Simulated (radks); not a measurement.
The barium ion Ba4+, 52 electrons, occupied as [Kr] 4d10 5s2 5p4.

Method: Dirac Kohn-Sham, PBE, spin-unpolarised, spherical densities, finite nucleus; open shells fill j = l - 1/2 first; Fermi nuclear charge, rms radius 4.8378 fm; computed with a radial shooting solver on a logarithmic mesh with Libxc functionals.

Energy parts (eV):
total: -221374.98
kinetic: 236311.34
electron-nucleus: -536330.78
Hartree: 84004.77
exchange-correlation: -5360.32

Orbitals (lengths in bohr, moments of r in powers of bohr; r(max) is where P^2 peaks):
orbital  occ.  eigenvalue (eV)   <1/r>      <r^2>   r(max)
1s1/2       2        -37266.60   60.70  0.0008885  0.01642
2s1/2       2        -5921.997   14.25    0.01415  0.09302
2p1/2       2        -5580.904   14.23    0.01041  0.07107
2p3/2       4        -5199.156   12.99    0.01168  0.07614
3s1/2       2        -1281.579   5.121    0.09730   0.2665
3p1/2       2        -1138.381   5.033    0.09210   0.2531
3p3/2       4        -1064.580   4.724    0.09983   0.2642
3d3/2       4        -813.3161   4.585    0.08259   0.2133
3d5/2       6        -797.5834   4.506    0.08480   0.2164
4s1/2       2        -283.1128   2.104     0.5118   0.6252
4p1/2       2        -231.0178   1.999     0.5513   0.6372
4p3/2       4        -215.6033   1.899     0.5946   0.6613
4d3/2       4        -130.4370   1.675     0.7271   0.6902
4d5/2       6        -127.8055   1.651     0.7450   0.6982
5s1/2       2         -70.0546  0.8416      2.774    1.447
5p1/2       2         -55.5431  0.7560      3.382    1.575
5p3/2       2         -53.0607  0.7251      3.627    1.634

The highest occupied level is 5p3/2 at -53.061 eV. For comparison, the ionisation energy in NIST's Atomic Spectra Database is 58 eV (theoretical). In exact Kohn-Sham theory the highest level is minus the ionisation energy, but local and semilocal functionals leave it too shallow, through self-interaction and a potential that decays too fast; potentials with the right tail come closer. The electron density at the nucleus is 3.228e+05 e/bohr^3. Summed over all electrons, <r^2> = 33.17 bohr^2, which gives a Langevin (diamagnetic) susceptibility term of -26.3 x 10^-6 cm^3/mol. The density falls to 0.001 e/bohr^3 at r = 3.38 bohr.

Beside tabulated values, note that spin-unpolarised runs miss the spin-polarisation part of the exchange energy of open shells.
